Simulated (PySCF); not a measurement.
## `COC(=O)[C@H](C)OC`, C5H10O3

Cartesian coordinates in Å; atom numbers follow the order of the lines, from 1:
```xyz
18

C     2.781    0.476    0.734
O     1.417    0.130    0.904
C     0.670    0.129   -0.207
O     1.095    0.410   -1.295
C    -0.766   -0.274    0.112
C    -0.822   -1.701    0.631
O    -1.586   -0.185   -1.005
C    -1.888    1.118   -1.418
H     3.240    0.421    1.727
H     3.279   -0.222    0.045
H     2.879    1.492    0.324
H    -1.110    0.417    0.913
H    -0.491   -2.394   -0.156
H    -0.180   -1.821    1.513
H    -1.858   -1.951    0.898
H    -2.384    1.693   -0.611
H    -2.584    1.038   -2.265
H    -0.992    1.668   -1.751
```

Theory: quadratic response CAM-B3LYP/aug-cc-pVDZ first hyperpolarisability, Taylor convention, gas phase in PySCF 2.14.0. Geometry: PBE0-D3(BJ)/def2-SVP.

(1) Give the tensor of the second harmonic β(−2ω;ω,ω) at 1064 nm in the axes of these coordinates.

## Answers

(1) In au, Taylor convention; rows are the first index (the induced dipole):
```
      xx     yy     zz     xy     xz    yz
x  -30.5   +4.4  +14.2  -25.7   -7.4  +6.6
y  -25.3  -46.0   -8.6   +4.2   +6.2  +2.5
z   -7.3   +2.2  -50.5   +6.6  +14.1  -8.5
```
Norm of βᵢ = ⅓ Σⱼ (βᵢⱼⱼ + βⱼᵢⱼ + βⱼⱼᵢ): 98.3 au, hyper-Rayleigh value 39.8 au.
